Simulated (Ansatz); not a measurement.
Correlation energies of `[BH]1C[O][SnH2]1` by basis set

Cartesian coordinates in Å:
```
B 0.986 0.196 -0.620
C -0.503 0.149 -1.071
O -1.317 -0.124 0.065
Sn 0.171 -0.243 1.435
H 1.990 0.392 -1.230
H -0.789 1.101 -1.558
H -0.641 -0.611 -1.864
H -0.064 0.926 2.664
H 0.168 -1.786 2.177
```

Charge 0, multiplicity 1. Correlated methods include outer-core shells of Sn, which these sets cover unevenly. Sn takes the def2 core potential. All single points use the PBE0-D4/def2-TZVP geometry. Frozen core, restricted reference, the Gaussian-basis code of Ansatz.

```
     basis     HF (Eh)  MP2 corr.  CCSD corr.       (T)  CCSD(T) total
  def2-SVP  -353.48181   -0.51142    -0.55501  -0.01714     -354.05396
def2-TZVPP  -353.66028   -0.82952    -0.85271  -0.03181     -354.54480
def2-QZVPP  -353.66909   -1.07827           –         –              –
```
